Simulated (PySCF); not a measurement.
Here is a job for PySCF.
```python
from pyscf import gto, scf, dft

mol = gto.Mole()
mol.atom = '''
    Si    1.688638   -0.082923    0.264169
    N     0.051314   -0.611988   -0.349560
    Si   -1.616119    0.358267   -0.167350
    H     2.533760   -0.064142   -0.932524
    H     1.534211    0.999754    1.245525
    H     1.869838   -1.378466    0.931440
    H    -0.200646   -1.167662   -0.922481
    H    -2.376686   -0.571523    0.198124
    H    -1.880000    0.910801   -1.473913
    H    -1.479359    1.622306    0.989707
'''
mol.basis = 'sto-3g'
mol.charge = 1
mol.spin = 1
mol.verbose = 4
mol.build()

mf = dft.UKS(mol)
mf.xc = 'tpss'
mf.kernel()
g = mf.nuc_grad_method()
grad = g.kernel()
```

Question: What <S^2> does TPSS/STO-3G, gradient in PySCF give?

Answer: 0.754

Question: What HOMO energy does TPSS/STO-3G, gradient give?

Answer: -12.06 eV

Question: What nuclear repulsion energy does TPSS/STO-3G, gradient give?

Answer: 150.4681 Eh

Question: Estimate the total energy that TPSS/STO-3G, gradient returns for this input.

Answer: -630.2276 Eh

Question: Predict the Mulliken (on the basis functions themselves) charges in atom order from TPSS/STO-3G, gradient.

Answer: Si1 0.73, N2 -0.42, Si3 0.68, H4 -0.03, H5 -0.04, H6 -0.05, H7 0.31, H8 -0.09, H9 -0.05, H10 -0.04

These values belong to the state on which the SCF converged, which isn't shown to be the lowest.

Question: Roughly what does it cost on one core?

Answer: about 21 core-seconds (a rough figure).
